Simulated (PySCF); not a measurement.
# How methods differ on the excitation energy of S

S [Ne] 3s2 3p4 (3P) → S [Ne] 3s1 3p5, s spin flipped, as a difference of total energies. All numbers are calculated (PySCF 2.14, the spin-free X2C one-electron Hamiltonian (Gaussian nucleus), in aug-cc-pVTZ-DK (6s5p3d2f, 50 functions)). Correlated levels: valence: [Ne] frozen. The calculations carry no spin-orbit coupling.

| method | excitation energy (eV) |
| --- | --- |
| UHF | 14.545 |
| LDA | 11.055 |
| PBE | 11.252 |
| PBE0 | 12.061 |
| r2SCAN | 11.991 |
| CAM-B3LYP | 12.112 |
| HSE06 | 12.053 |
| LC-wPBE | 12.427 |
| BHandHLYP | 12.740 |
| MP2 (valence) | 12.626 |
| SCS-MP2 (valence) | 12.353 |

**Question.** How much does correlation contribute at MP2 (valence)?

**Answer.** 12.626 − (14.545) = -1.919 eV, measured against UHF.

The upper determinant mixes two multiplicities, so it lies between the two terms.

The upper state lies above the first ionisation limit, but in LS coupling its spin forbids autoionisation to the ground ion.
